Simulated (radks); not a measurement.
Values are calculated unless marked as measured or tabulated.
Species: Mg5+. Configuration: [He] 2s2 2p3 (the NIST ground configuration).

Code: a radial shooting solver on a logarithmic mesh with Libxc functionals. Model: scalar-relativistic Kohn-Sham, PBE, spin-polarised, spherical densities, finite nucleus; open shells are filled with parallel spins first; Fermi nuclear charge, rms radius 3.057 fm.

Energy parts (Ry):
part                      energy
total                 -374.53629
kinetic                375.33607
electron-nucleus      -833.51129
Hartree                109.98679
exchange-correlation   -26.34786

Orbitals (lengths in bohr, moments of r in powers of bohr; <r^-3> diverges for s and p1/2):
orbital  occ.  eigenvalue (Ry)    <r^2>  <r^-3>  <1/r>     <r>
1s up       1        -103.4089  0.02296       -  11.63  0.1306
1s down     1        -103.0427  0.02280       -  11.66  0.1301
2s up       1        -14.61521   0.4586       -  2.353  0.6232
2s down     1        -13.81769   0.4779       -  2.300  0.6355
2p up       3        -12.40749   0.3992   34.96  2.263  0.5694
2p down     0        -11.53706   0.4244   33.58  2.216  0.5857

The highest occupied level is 2p up at -168.81 eV. For comparison, the ionisation energy in NIST's Atomic Spectra Database is 186.8 eV (semi-empirical). In exact Kohn-Sham theory the highest level is minus the ionisation energy, but local and semilocal functionals leave it too shallow, through self-interaction and a potential that decays too fast; potentials with the right tail come closer. The density falls to 0.001 e/bohr^3 at r = 1.76 bohr. The spin density at the nucleus is -0.374 e/bohr^3 (1s -2.580, 2s 2.207). Spin moment in Bohr magnetons: 3.
